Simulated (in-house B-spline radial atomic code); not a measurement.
Ionisation energies with and without relativity, with size and susceptibility from the Dirac run. Dirac energy differences include first-order Breit, QED and recoil terms. NIST's values go from ground level to ground level; the uncertainty of those that are theory runs from under 0.1 % in few-electron ions to several per cent in heavy many-electron ones. Computed with a radial B-spline atomic code at the basis-set limit: non-relativistic Hartree-Fock and Dirac-Hartree-Fock, averages of the configuration (point nuclei without relativity, finite nuclei with it).

```json
{"ion": "Mn2+", "configuration": "[Ar] 3d5", "configuration after": "[Ar] 3d4", "ionisation non-relativistic (eV)": "30.47", "ionisation Dirac Breit and QED (eV)": "30.26", "tabulated value (eV)": "33.668", "tabulated kind": "measured", "radius at density 0.001 (bohr)": "3.015", "diamagnetic susceptibility (10⁻⁶ cm³/mol)": "-12.82"}
{"ion": "Fe2+", "configuration": "[Ar] 3d6", "configuration after": "[Ar] 3d5", "ionisation non-relativistic (eV)": "31.95", "ionisation Dirac Breit and QED (eV)": "31.72", "tabulated value (eV)": "30.651", "tabulated kind": "measured", "radius at density 0.001 (bohr)": "2.969", "diamagnetic susceptibility (10⁻⁶ cm³/mol)": "-12.614"}
{"ion": "Co2+", "configuration": "[Ar] 3d7", "configuration after": "[Ar] 3d6", "ionisation non-relativistic (eV)": "33.38", "ionisation Dirac Breit and QED (eV)": "33.13", "tabulated value (eV)": "33.5", "tabulated kind": "semi-empirical", "radius at density 0.001 (bohr)": "2.922", "diamagnetic susceptibility (10⁻⁶ cm³/mol)": "-12.388"}
{"ion": "Ni2+", "configuration": "[Ar] 3d8", "configuration after": "[Ar] 3d7", "ionisation non-relativistic (eV)": "34.78", "ionisation Dirac Breit and QED (eV)": "34.50", "tabulated value (eV)": "35.187", "tabulated kind": "measured", "radius at density 0.001 (bohr)": "2.875", "diamagnetic susceptibility (10⁻⁶ cm³/mol)": "-12.151"}
{"ion": "Cu2+", "configuration": "[Ar] 3d9", "configuration after": "[Ar] 3d8", "ionisation non-relativistic (eV)": "36.14", "ionisation Dirac Breit and QED (eV)": "35.84", "tabulated value (eV)": "36.841", "tabulated kind": "measured", "radius at density 0.001 (bohr)": "2.829", "diamagnetic susceptibility (10⁻⁶ cm³/mol)": "-11.91"}
{"ion": "Zn2+", "configuration": "[Ar] 3d10", "configuration after": "[Ar] 3d9", "ionisation non-relativistic (eV)": "37.48", "ionisation Dirac Breit and QED (eV)": "37.15", "tabulated value (eV)": "39.7233", "tabulated kind": "measured", "radius at density 0.001 (bohr)": "2.785", "diamagnetic susceptibility (10⁻⁶ cm³/mol)": "-11.669"}
{"ion": "Ga2+", "configuration": "[Ar] 3d10 4s1", "configuration after": "[Ar] 3d10", "ionisation non-relativistic (eV)": "29.18", "ionisation Dirac Breit and QED (eV)": "29.61", "tabulated value (eV)": "30.72576", "tabulated kind": "measured", "radius at density 0.001 (bohr)": "3.335", "diamagnetic susceptibility (10⁻⁶ cm³/mol)": "-14.005"}
```
